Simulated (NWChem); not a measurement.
System: AlH₂Br; SMILES [AlH2][Br]

The following NWChem deck was run.

```
start job
memory heap 200 mb stack 900 mb global 1100 mb
geometry units angstroms noautoz
  Al     0.000000     0.000000    -1.568293
  H      0.000000     1.399902    -2.300267
  H      0.000000    -1.399902    -2.300267
  Br     0.000000     0.000000     0.690750
end
basis spherical
  * library 6-31g*
end
dft
  xc kt2
  iterations 150
  mulliken
end
task dft energy
```

NWChem printed, in part:

```
             Northwest Computational Chemistry Package (NWChem) 7.3.0
             --------------------------------------------------------

 C2V symmetry detected

                             Geometry "geometry" -> ""
                             -------------------------

 Output coordinates in angstroms (scale by  1.889725989 to convert to a.u.)

  No.       Tag          Charge          X              Y              Z
 ---- ---------------- ---------- -------------- -------------- --------------
    1 Al                  13.0000     0.00000000     0.00000000    -1.55205114
    2 H                    1.0000     0.00000000     1.39990200    -2.28402514
    3 H                    1.0000     0.00000000    -1.39990200    -2.28402514
    4 Br                  35.0000     0.00000000     0.00000000     0.70699186

 Effective nuclear repulsion energy (a.u.)     126.6983474275

      Symmetry information
      --------------------

 Group name             C2v
 Group number             16
 Group order               4
 No. of unique centers     3

                                 NWChem DFT Module
                                 -----------------

 Summary of "ao basis" -> "ao basis" (spherical)
 ------------------------------------------------------------------------------
       Tag                 Description            Shells   Functions and Types
 ---------------- ------------------------------  ------  ---------------------
 Al                          6-31g*                  8       18   4s3p1d
 H                           6-31g*                  2        2   2s
 Br                          6-31g*                 12       32   5s4p3d

      Symmetry analysis of basis
      --------------------------

        a1         26
        a2          4
        b1         11
        b2         13

            General Information
            -------------------
          SCF calculation type: DFT
          Wavefunction type:  closed shell.
          No. of atoms     :     4
          No. of electrons :    50
           Alpha electrons :    25
            Beta electrons :    25
          Charge           :     0
          Spin multiplicity:     1
          Use of symmetry is: on ; symmetry adaption is: on
          Maximum number of iterations: 150
          AO basis - number of functions:    54
                     number of shells:    24
          Convergence on energy requested:  1.00D-06
          Convergence on density requested:  1.00D-05
          Convergence on gradient requested:  5.00D-04

              XC Information
              --------------
                          KT2 Method XC Functional
                        Slater Exchange Functional  1.072 local
                           KT1 gradient correction  1.000 non-local
            Perdew 1991 LDA Correlation Functional  0.577 local

             Grid Information
             ----------------
          Grid used for XC integration:  medium
          Radial quadrature: Mura-Knowles
          Angular quadrature: Lebedev.
          Tag              B.-S. Rad. Rad. Pts. Rad. Cut. Ang. Pts.
          ---              ---------- --------- --------- ---------
          Al                  1.25       88           9.0       590
          H                   0.35       45          10.0       434
          Br                  1.15      112          10.0       590
          Grid pruning is: on
          Number of quadrature shells:   245
          Spatial weights used:  Erf1

      Superposition of Atomic Density Guess
      -------------------------------------

 Sum of atomic energies:       -2814.94239431

      Non-variational initial energy
      ------------------------------

 Total energy =   -2815.163301
 1-e energy   =   -4171.128594
 2-e energy   =    1229.266946
 HOMO         =      -0.349197
 LUMO         =      -0.005753

      Symmetry analysis of molecular orbitals - initial
      -------------------------------------------------

  Numbering of irreducible representations:

     1 a1          2 a2          3 b1          4 b2

  Orbital symmetries:

     1 a1          2 a1          3 a1          4 b2          5 b1
     6 a1          7 a1          8 a1          9 b2         10 b1
    11 a1         12 a1         13 b2         14 b1         15 b2
    16 a1         17 a2         18 a1         19 b1         20 a1
    21 a1         22 b2         23 a1         24 b1         25 b2
    26 b1         27 a1         28 a1         29 b2         30 a1
    31 b1         32 b2         33 a1         34 a1         35 b1

     ---------------------------------------------
      Total Density - Mulliken Population Analysis
     ---------------------------------------------

    Atom       Charge   Shell Charges
 -----------   ------   -------------------------------------------------------
    1 Al  13    12.26   2.00  2.00  5.97  0.87  0.84  0.27  0.19  0.11
    2 H    1     1.13   0.47  0.66
    3 H    1     1.13   0.47  0.66
    4 Br  35    35.48   2.00  2.00  6.00  2.00  5.99  1.56  3.99  0.38  1.54  6.97  2.93  0.12

   convergence    iter        energy       DeltaE   RMS-Dens  Diis-err
 ---------------- ----- ----------------- --------- --------- ---------
 d= 0,ls=0.0,diis     1  -2829.4762480363 -2.96D+03  1.89D-02  3.01D-01
 d= 0,ls=0.0,diis     2  -2829.4612093315  1.50D-02  1.44D-02  2.17D-01
 d= 0,ls=0.0,diis     3  -2829.4975323479 -3.63D-02  4.73D-03  5.64D-02
 d= 0,ls=0.0,diis     4  -2829.5067713603 -9.24D-03  3.89D-04  1.49D-03
 d= 0,ls=0.0,diis     5  -2829.5068306553 -5.93D-05  9.56D-05  1.62D-05
  Resetting Diis
 d= 0,ls=0.0,diis     6  -2829.5068330802 -2.42D-06  3.09D-05  1.48D-06
 d= 0,ls=0.0,diis     7  -2829.5068333554 -2.75D-07  9.23D-06  3.33D-08

         Total DFT energy =    -2829.506833355422
      One electron energy =    -4175.409402429445
           Coulomb energy =     1342.104962729194
    Exchange-Corr. energy =     -122.900741082657
 Nuclear repulsion energy =      126.698347427486

 Numeric. integr. density =       50.000005242818

                  Occupations of the irreducible representations
                  ----------------------------------------------

                     irrep           alpha         beta
                     --------     --------     --------
                     a1               13.0         13.0
                     a2                1.0          1.0
                     b1                5.0          5.0
                     b2                6.0          6.0

                       DFT Final Molecular Orbital Analysis
                       ------------------------------------

 Vector   23  Occ=2.000000D+00  E=-2.995828D-01  Symmetry=b2
              MO Center=  8.4D-17,  1.7D-14, -1.3D+00, r^2= 3.7D+00
   Bfn.  Coefficient  Atom+Function         Bfn.  Coefficient  Atom+Function
  ----- ------------  ---------------      ----- ------------  ---------------
    34      0.392614  4 Br py                 8      0.361003  1 Al py
    19      0.199286  2 H  s                 21     -0.199286  3 H  s
    20      0.179465  2 H  s                 22     -0.179465  3 H  s
    30     -0.176012  4 Br py                 4     -0.145783  1 Al py
    38      0.145031  4 Br py                12      0.093714  1 Al py

 Vector   24  Occ=2.000000D+00  E=-2.792293D-01  Symmetry=b1
              MO Center= -6.3D-15, -8.2D-16,  5.5D-01, r^2= 1.7D+00
   Bfn.  Coefficient  Atom+Function         Bfn.  Coefficient  Atom+Function
  ----- ------------  ---------------      ----- ------------  ---------------
    33      0.740322  4 Br px                29     -0.331365  4 Br px
    37      0.332017  4 Br px                 7      0.139135  1 Al px
    25      0.098880  4 Br px                 3     -0.052436  1 Al px
    17     -0.046108  1 Al d  1              11      0.043282  1 Al px
    53      0.028402  4 Br d  1

 Vector   25  Occ=2.000000D+00  E=-2.578533D-01  Symmetry=b2
              MO Center=  3.8D-15,  3.8D-15, -2.1D-01, r^2= 3.7D+00
   Bfn.  Coefficient  Atom+Function         Bfn.  Coefficient  Atom+Function
  ----- ------------  ---------------      ----- ------------  ---------------
    34      0.655513  4 Br py                38      0.311108  4 Br py
    30     -0.291865  4 Br py                20     -0.196311  2 H  s
    22      0.196311  3 H  s                  8     -0.148967  1 Al py
    19     -0.149522  2 H  s                 21      0.149522  3 H  s
    26      0.087037  4 Br py                15      0.081067  1 Al d -1

 Vector   26  Occ=0.000000D+00  E=-9.485316D-02  Symmetry=b1
              MO Center=  7.2D-15, -8.9D-16, -1.5D+00, r^2= 3.8D+00
   Bfn.  Coefficient  Atom+Function         Bfn.  Coefficient  Atom+Function
  ----- ------------  ---------------      ----- ------------  ---------------
     7      0.620714  1 Al px                11      0.527169  1 Al px
    33     -0.250134  4 Br px                37     -0.221377  4 Br px
     3     -0.200493  1 Al px                29      0.107718  4 Br px
    53      0.047696  4 Br d  1              25     -0.031963  4 Br px

 Vector   27  Occ=0.000000D+00  E=-3.171834D-02  Symmetry=a1
              MO Center=  8.1D-16,  1.4D-13, -9.4D-01, r^2= 5.0D+00
   Bfn.  Coefficient  Atom+Function         Bfn.  Coefficient  Atom+Function
  ----- ------------  ---------------      ----- ------------  ---------------
    10      0.983533  1 Al s                 13      0.740694  1 Al pz
    36     -0.647946  4 Br s                 39      0.539309  4 Br pz
     6      0.497871  1 Al s                 20     -0.349437  2 H  s
    22     -0.349437  3 H  s                 35      0.341871  4 Br pz
    32      0.304359  4 Br s                  9      0.295125  1 Al pz

[...]
```

Level: KT2/6-31G* (spherical d). All runs use the structure optimised with PBE0/def2-SVP.
